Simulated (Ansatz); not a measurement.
Consider the ligand exchange at the Si–C bond: `FC[SiH]1CC1` + H₂S → `S[SiH]1CC1` + `CF`.

Isolated molecules relaxed with PBE0-D4/def2-TZVP in Ansatz; ΔE leaves out vibrations. CCSD(T)/CBS adds triple-zeta CCSD(T) − MP2 to the extrapolated MP2 energy (def2 sets, frozen cores). This one scheme is used for every species. Functionals use def2-TZVPP. One conformer a species, not always the lowest.

```csv
level,ΔE (kJ/mol)
r2SCAN,-80.6
PBE0,-80.4
HF/def2-QZVPP,-82.3
HF/CBS(def2),-82.3
```

Question: What does CCSD(T)/CBS give? (Estimate.)

Answer: Ansatz gave: -79.8 kJ/mol. The listed levels differ from it by -0.8, -0.6, -2.5, -2.5 kJ/mol.

Largest T1 diagnostic among the species: 0.011.

From PBE to PBE0 (25 % exact exchange), in def2-TZVPP and without D4, ΔE moves by −3.3 kJ/mol.
